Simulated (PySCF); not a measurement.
System (SMILES): [BH] (BH) (closed-shell singlet).
Geometry (B3LYP-D3(BJ)/def2-TZVP, fixed):
```xyz
2

B      0.0000     0.0000    -0.2055
H      0.0000     0.0000     1.0276
```

Basis-set convergence of the mean static polarisability at PBE with PySCF. All functions are spherical. Density fitting with generated auxiliary sets. No added dispersion term, no relativity. Reference: the value in aug-cc-pV5Z, 24.14 bohr³. Deviations are taken from unrounded values.

```json
[
 {"basis": "6-311G**", "functions": "24", "mean static polarisability (bohr³)": "19.52", "minus reference (%)": "-19.1"},
 {"basis": "6-311+G**", "functions": "28", "mean static polarisability (bohr³)": "21.49", "minus reference (%)": "-11.0"},
 {"basis": "def2-SVPD", "functions": "28", "mean static polarisability (bohr³)": "22.50", "minus reference (%)": "-6.8"},
 {"basis": "def2-TZVP", "functions": "37", "mean static polarisability (bohr³)": "21.32", "minus reference (%)": "-11.7"},
 {"basis": "pcseg-2", "functions": "44", "mean static polarisability (bohr³)": "21.38", "minus reference (%)": "-11.4"},
 {"basis": "jun-cc-pV(T+d)Z", "functions": "53", "mean static polarisability (bohr³)": "23.69", "minus reference (%)": "-1.9"},
 {"basis": "6-311++G(3df,3pd)", "functions": "57", "mean static polarisability (bohr³)": "23.59", "minus reference (%)": "-2.3"},
 {"basis": "aug-cc-pVQZ", "functions": "126", "mean static polarisability (bohr³)": "24.11", "minus reference (%)": "-0.1"},
 {"basis": "aug-pcseg-3", "functions": "134", "mean static polarisability (bohr³)": "24.13", "minus reference (%)": "0.0"}
]
```
